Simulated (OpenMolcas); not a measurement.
Lines of Pb: computed and rescaled rates

| Property | Result |
| --- | --- |
| Program | OpenMolcas 26.06 |
| Method | SS-RASPT2, IPEA 0.25 Eh, imaginary shift 0.1 Eh (closed shells correlated: 5d) |
| Basis | ANO-RCC [11s10p9d6f4g] |
| Scalar Hamiltonian | DKH2, point nucleus |
| Active space | 4 electrons in 9 orbitals (RAS2 6s 6p; RAS3 6d, at most 2 electrons) |
| State averaging | 2S+1 = 3 even, 3 roots; 2S+1 = 1 even, 6 roots; 2S+1 = 5 odd, 1 root; 2S+1 = 3 odd, 5 roots; 2S+1 = 1 odd, 5 roots |
| Spin-orbit coupling | RASSI with atomic mean-field integrals over the reference wave functions, term energies averaged over their components |

Rates come from the transition moments of the reference wave functions (E1 and E2 in the length form). At fixed line strength A goes as λ^-3 for E1 and M1 and as λ^-5 for E2, so a rate at the computed wavelength can be rescaled to the measured one. Measured vacuum wavelengths follow from level energies in NIST Handbook of Basic Atomic Spectroscopic Data. Branching counts decays inside the model space alone, at computed energies, and the table is only a selection of the E2 and M1 lines, drawn from those between levels with measured partners whose computed energy lies within a factor of 1.5 of the measured one.

| Upper | Lower | Type | λ computed (nm) | λ measured (nm) | A computed (s-1) | A rescaled (s-1) | Branching % |
| --- | --- | --- | --- | --- | --- | --- | --- |
| 6s2 6p2 1S0 | 6s2 6p2 3P1 | M1 | 489 | 461.9 | 6.08e+01 |  | 83.8 |
| 6s2 6p2 1S0 | 6s2 6p2 3P2 [59 %] | E2 | 565.1 | 531.4 | 1.10e+01 |  | 15.2 |
| 6s2 6p2 1D2 [59 %] | 6s2 6p2 3P1 | M1 | 825.7 | 733.2 | 9.96e+00 |  | 53.2 |
| 6s2 6p2 1D2 [59 %] | 6s2 6p2 3P2 [59 %] | M1 | 1068 | 925.3 | 8.08e+00 |  | 43.2 |
| 6s2 6p2 3P1 | 6s2 6p2 3P0 | M1 | 1449 | 1279 | 5.16e+00 | 7.50e+00 | 100.0 |
| 6s2 6p2 1S0 | 6s2 6p2 1D2 [59 %] | E2 | 1199 | 1249 | 7.79e-01 | 6.35e-01 | 1.1 |
| 6s2 6p2 1D2 [59 %] | 6s2 6p2 3P2 [59 %] | E2 | 1068 | 925.3 | 3.69e-01 |  | 2.0 |
| 6s2 6p2 1D2 [59 %] | 6s2 6p2 3P1 | E2 | 825.7 | 733.2 | 3.00e-01 |  | 1.6 |
| 6s2 6p2 3P2 [59 %] | 6s2 6p2 3P1 | M1 | 3634 | 3532 | 1.66e-01 | 1.81e-01 | 51.9 |
| 6s2 6p2 3P2 [59 %] | 6s2 6p2 3P0 | E2 | 1036 | 938.9 | 1.53e-01 | 2.50e-01 | 48.0 |

Spin-changing lines and M1 lines between different terms are not rescaled, since their strength hangs on the term gaps too.

The largest correction is for 6s2 6p2 3P2 [59 %] → 6s2 6p2 3P0 (E2): 1.53e-01 × (1036 / 938.9)^5 = 2.50e-01 s-1, a factor of 1.64.

No measured rate stands beside these. Rescaling mends the energy factor alone: line strengths can still be far off where a level mixes with configurations outside the active space, and weak or spin-changing lines hang on small mixing coefficients that depend on the term gaps too, so rescaling need not improve them.

Term energies are means over components that CASPT2 splits; among the terms shown or strongly mixed into the levels shown the widest spread is 25 cm-1 (6s2 6p2 1D). The run also gave levels led by 6s2 6p 6d, which use shells meant for correlation; these and all levels above them are left out. Spin-orbit splittings of 6p shells tend to come out small when the coupling is added on scalar orbitals. Measured partners are found by configuration, term and J. A level has none where our copy of the source lacks it or the pairing is in doubt (some pairs that miss far off the trend of their configuration count as doubtful). Where the source uses jj or jK labels, the order within each J decides. Only configurations of the active space appear.

A share in square brackets marks a mixed level and gives the weight of the term that names it.
